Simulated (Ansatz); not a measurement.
Program: Ansatz. Geometries: PBE0-D4/def2-TZVP. ΔE: electronic, gas phase. CBS: MP2 limit from def2 TZ/QZ plus the TZ coupled-cluster correction, frozen cores. This one scheme is used for every species. Functionals use def2-TZVPP. Each species was taken in one conformer, which may not be the lowest.

Reaction (ligand exchange at the Si–N bond): `C[SiH](Cl)[NH][AlH2]` + `OC=S` → `C[SiH](Cl)OC=S` + `[NH2][AlH2]`

`C[SiH](Cl)[NH][AlH2]`:

```xyz
12

C    -2.039   -0.250   -0.320
Si   -0.345    0.482   -0.522
Cl   -0.593    2.542   -0.565
N     0.737    0.019    0.722
Al    2.452   -0.463    0.589
H    -2.701    0.082   -1.123
H    -1.986   -1.341   -0.339
H    -2.482    0.059    0.630
H     0.287    0.114   -1.810
H     0.364    0.101    1.661
H     3.222   -0.781    1.934
H     3.082   -0.565   -0.856
```

`OC=S`:

Cartesian coordinates in Å:
```
O -0.667 0.590 -0.469
C 0.222 -0.270 0.022
S 0.832 -1.500 -0.811
H -0.896 1.247 0.199
H 0.509 -0.067 1.058
```

`C[SiH](Cl)OC=S`:

```xyz
11

C     1.840    0.369    0.332
Si    0.130    0.594   -0.306
Cl   -0.894    2.001    0.780
O    -0.639   -0.876   -0.141
C    -1.941   -1.150   -0.117
S    -2.548   -2.638   -0.152
H     2.408    1.296    0.233
H     2.349   -0.415   -0.234
H     1.820    0.081    1.385
H     0.053    1.003   -1.724
H    -2.579   -0.265   -0.056
```

`[NH2][AlH2]`:

Z-matrix (Å, degrees):
```
N
Al 1 1.766
H 1 1.007 2 124.9
H 1 1.007 2 124.9 3 180.0
H 2 1.583 1 117.9 3 -180.0
H 2 1.583 1 117.9 3 0.0
```

| level | ΔE (kJ/mol) | difference from CCSD(T)/CBS |
| --- | --- | --- |
| ωB97X-V | -25.0 | 0.0 |
| ωB97M-V | -24.3 | 0.7 |
| B2PLYP | -27.9 | -2.9 |
| PBE | -20.5 | 4.5 |
| PBE0 | -20.9 | 4.1 |
| HF/def2-TZVPP | -31.2 | -6.2 |
| SCS-MP2/def2-TZVPP | -26.3 | -1.3 |
| CCSD(T)/def2-TZVPP | -24.5 | 0.5 |
| HF/def2-QZVPP | -31.6 | -6.6 |
| MP2/CBS(def2) | -25.4 | -0.4 |
| CCSD(T)/CBS | -25.0 | 0 |

Largest T1 diagnostic among the species: 0.018.

In def2-TZVPP, CCSD(T) changes the Hartree–Fock value by +6.7 kJ/mol (the triples alone add +1.0 kJ/mol) and MP2 by +6.4 kJ/mol.
